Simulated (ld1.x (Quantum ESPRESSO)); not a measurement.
# Varying the PAW potential for silver

Base potential:

```
Element                 : Ag (Z = 47)
Generator               : ld1.x (Quantum ESPRESSO) 7.5
Type                    : PAW
Functional              : PBEsol
Relativity              : scalar-relativistic
Frozen core             : [Kr]
Valence charge          : 11
Reference configuration : 4d10 5s0 5p1
Partial waves           : 5s (bound, empty): rcut 2.00, rcutus 2.45 bohr; 5s channel at 2.65 Ry: rcut 2.00, rcutus 2.45 bohr; 5p (bound): rcut 3.45, rcutus 4.10 bohr; 5p channel at 0.2 Ry: rcut 3.45, rcutus 4.10 bohr; 4d (bound): rcut 1.55, rcutus 1.65 bohr; 4d channel at -0.3 Ry: rcut 1.55, rcutus 1.65 bohr
Local potential         : all-electron potential smoothed inside 2.45 bohr (lloc = -1)
Core correction         : a·sin(br)/r model core, default radius (ld1.x builds one for every PAW set, though the input has nlcc=.false.)
Augmentation charge     : PSQ, inside the norm-conserving radii
```

All-electron outer shells of the reference configuration (PBEsol, scalar-relativistic, ld1.x):

```
shell  level (eV)  outermost node (bohr)  outermost maximum (bohr)
   4s      -97.00                   0.44                      0.82
   4p      -60.57                   0.44                      0.87
   4d       -9.45                   0.43                      1.04
   5s       -5.78                   1.11                      2.43
   5p       -1.68                   1.25                      3.53
```

Cutoffs, loose and tight: the cutoffs (Ry, on a coarse ladder) from which the occupation-weighted sum of valence levels, in a spherical-Bessel basis at the reference potential, stays within 10 and 1 mRy of its value at 400 Ry. They do not see the model core or the augmentation charge, which bear on the density cutoff. Test errors are all-electron minus pseudo excitation energies from the reference, over the configurations 4d10 5s1 5p0; 4d10 5s0 5p0; 4d9 5s0 5p0; 4d9 5s1 5p0; 4d9 5s1 5p1; 4d9 5s2 5p0; 4d7 5s0 5p0. A dash means not determined; rows that change the core or the reference have their own tests.

The default core radius of the base comes out at 0.79 bohr.

| change | outcome | cutoff, loose | cutoff, tight | bound ghosts | largest test error (meV) |
| --- | --- | --- | --- | --- | --- |
| base | generated | 40 Ry | 70 Ry | none | -1146 |
| core correction a·sin(br)/r model core inside 0.76 bohr | generated | 40 Ry | 70 Ry | none | -1063 |
| core correction a·sin(br)/r model core inside 1.10 bohr | generated | 40 Ry | 70 Ry | none | -1064 |
| core correction a·sin(br)/r model core inside 1.36 bohr | generated | 40 Ry | 70 Ry | none | -1067 |
| core correction a·sin(br)/r model core inside 1.72 bohr | generated | 40 Ry | 70 Ry | none | -1062 |
| core correction a·sin(br)/r model core inside 1.84 bohr | generated | 40 Ry | 70 Ry | none | -1063 |
